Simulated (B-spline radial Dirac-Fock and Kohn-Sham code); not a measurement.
Core and valence levels of Fe³⁺

System: the Fe³⁺ ion, configuration [Ar] 3d4 4p1 (not the ground configuration); nuclear rms radius 3.7377 fm (A = 56).

These are calculated numbers from a radial atomic solver; the model is ΔSCF Dirac-Fock with Breit, self-energy and vacuum polarisation, finite nucleus, configuration average. The model has no electron correlation. Energies are counted from the vacuum level.

All terms are in eV, carry their sign (relaxation lowers the binding energy) and add up to the binding energy; ⟨r⟩ is the mean radius of the orbital in the initial state.

| subshell | −ε (Koopmans) | relaxation | Breit | self-energy | vacuum polarisation | binding energy | ⟨r⟩ (bohr) |
| --- | --- | --- | --- | --- | --- | --- | --- |
| K (1s) | 7228.2 | -38.48 | -7.77 | -3.93 | 0.34 | 7178.3 | 0.058 |
| L1 (2s) | 934.1 | -15.45 | -0.51 | -0.39 | 0.03 | 917.8 | 0.265 |
| L2 (2p1/2) | 808.1 | -17.08 | -0.88 | 0.05 | 0.00 | 790.2 | 0.233 |
| L3 (2p3/2) | 795.4 | -16.87 | -0.56 | 0.02 | 0.00 | 778.0 | 0.236 |
| M1 (3s) | 163.1 | -3.27 | -0.05 | -0.06 | 0.00 | 159.8 | 0.795 |
| M2 (3p1/2) | 122.8 | -3.13 | -0.09 | 0.01 | 0.00 | 119.6 | 0.827 |
| M3 (3p3/2) | 121.1 | -3.06 | -0.05 | 0.00 | 0.00 | 118.0 | 0.835 |
| M4,5 (3d) | 63.18 | -2.64 | 0.01 | 0.00 | 0.00 | 60.55 | 0.924 |
| N2,3 (4p) | 30.26 | -0.04 | -0.01 | 0.00 | 0.00 | 30.22 | 2.564 |

For the deepest level, K (1s), the Breit terms make up -0.108 % of the binding energy, QED -0.050 % and orbital relaxation -0.536 %.

Spin-orbit splittings: 2p 12.18 eV, 3p 1.62 eV.
